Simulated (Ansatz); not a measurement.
Born–Oppenheimer molecular dynamics of AlF2H3O (7 atoms, charge 0, multiplicity 1). It starts at the highest image of a converged band, a first-order saddle point between two minima.

All numbers below come from Ansatz 0.2.0, RHF/6-31G*.

| Item | Value |
| --- | --- |
| ensemble | NVE (velocity Verlet) |
| time step | 0.5 fs |
| steps asked | 200 |
| starting velocities drawn for | 100 K |
| seed | 8986 |

First frame:

```xyz
7
Properties=species:S:1:pos:R:3
Al 0.060 -0.270 -0.085
H -0.008 -0.047 1.664
F 1.446 0.302 -0.721
F -1.365 0.089 -0.796
O 0.112 -1.935 0.618
H -0.569 -2.592 0.524
H -0.005 -1.072 1.519
```

**Question.** How far do the bonds stretch over the last three quarters of this one trajectory? (Pairs bonded in most of those frames.)

**Answer.** 
```json
{"bond": "Al1–H2", "mean (Å)": "1.570", "spread (Å)": "0.042", "shortest": "1.50", "longest": "1.64"}
{"bond": "Al1–F3", "mean (Å)": "1.650", "spread (Å)": "0.025", "shortest": "1.61", "longest": "1.69"}
{"bond": "Al1–F4", "mean (Å)": "1.654", "spread (Å)": "0.025", "shortest": "1.61", "longest": "1.69"}
{"bond": "O5–H6", "mean (Å)": "0.954", "spread (Å)": "0.027", "shortest": "0.89", "longest": "1.01"}
{"bond": "O5–H7", "mean (Å)": "0.968", "spread (Å)": "0.061", "shortest": "0.87", "longest": "1.06"}
```

Mean temperature of the second half: 939 K. The conserved energy stayed within 0.86 meV per atom of its start (net change -0.41 meV per atom), so the integration is sound. The kinetic energy rose, since the run started high on the potential surface and went downhill. It ends in pieces (AlF2H + H2O), so much of that is their flight and rotation, not heat. A run of 0.1 ps of so small a system gives no equilibrium averages. The orbitals stay closed-shell, which can raise the energy where a bond breaks towards radicals; this wasn't checked here.

Time of the run: 2.1 min on 1 thread of Arm Neoverse V2 (shared host), peak memory 0.11 GiB.
